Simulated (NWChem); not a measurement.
**Electron attachment to Bi**

```
Bi
```
Charge 0, spin multiplicity 4.

The numbers come from NWChem runs, not from measurements.

Basis set: def2-TZVPD. −ε marks an orbital energy of the parent. The basis adds only a small set of diffuse functions.

Effective core potentials replace the inner electrons of Bi; spin-orbit coupling is left out. B3LYP has NWChem's definition, with VWN1-RPA local correlation. No SCF solution was tested for a lower state. Open-shell Hartree-Fock references start from PBE0 orbitals.

Problem. Order these methods by the vertical electron affinity they give, lowest first: −ε(beta LUMO) of PBE, −ε(beta LUMO) of B3LYP, −ε(beta LUMO) of r2SCAN, −ε(beta LUMO) of HF, G0W0@PBE.

Solution. −ε(beta LUMO) of HF (-0.84 eV), G0W0@PBE (0.44 eV), −ε(beta LUMO) of r2SCAN (2.56 eV), −ε(beta LUMO) of B3LYP (3.03 eV), −ε(beta LUMO) of PBE (3.36 eV)
